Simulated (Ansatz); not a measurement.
Ideal-gas functions of `N[CH2][Al]([Cl])[I]` at 600 K and 1 bar, from an Ansatz frequency run at PBE0-D4/def2-TZVP.

Molar mass 219.39 g/mol, point group Cs (symmetry number 1), electronic degeneracy 1, moments of inertia 300.579, 518.266, 813.205 u Å². Harmonic wavenumbers (cm⁻¹, unscaled): 44, 75, 108, 123, 202, 274, 302, 547, 612, 639, 864, 1059, 1087, 1217, 1373, 1431, 1663, 3036, 3076, 3530, 3608.

Use S(trans) = R[1.5 ln M + 2.5 ln T − 1.1517]; rotational temperatures θ = 24.2544 K / I; S(rot) = R[ln(√π/σ · √(T³/θAθBθC)) + 1.5]; for each mode x = 1.438777 ν̃/T, S = R[x/(eˣ − 1) − ln(1 − e⁻ˣ)] and H = RT x/(eˣ − 1); 1 cm⁻¹ = 0.0119627 kJ/mol; R = 8.31446 J/(mol·K).

**Question.** By hand: the entropy, in J/(mol·K).

**Answer.** Translation 190.6. Rotation: θ = 0.0807, 0.0468, 0.0298 K, giving 134.8. Vibration, mode by mode: 27.02, 22.59, 19.57, 18.50, 14.42, 11.95, 11.18, 6.63, 5.83, 5.53, 3.60, 2.49, 2.36, 1.85, 1.37, 1.23, 0.78, 0.05, 0.04, 0.02, 0.01, in all 157.0. Electronic 0.0. Sum 482.4 J/(mol·K).

**Question.** By hand: H − E and G − E in kJ/mol, counted from the electronic energy.

**Answer.** Zero-point energy ½ × 24870 × 0.0119627 = 148.8; thermal vibration 41.5; translation, rotation and pV give 4 RT = 20.0. H − E = 210.3 kJ/mol, and G − E = 210.3 − 600 × 482.4/1000 = -79.1 kJ/mol.

Vibration gives 33 % of the entropy, 87.7 J/(mol·K) of it from the modes under 150 cm⁻¹: soft modes count most, and the harmonic formula is weakest for them. The sum counts one conformer and one mirror image; others add a mixing term.
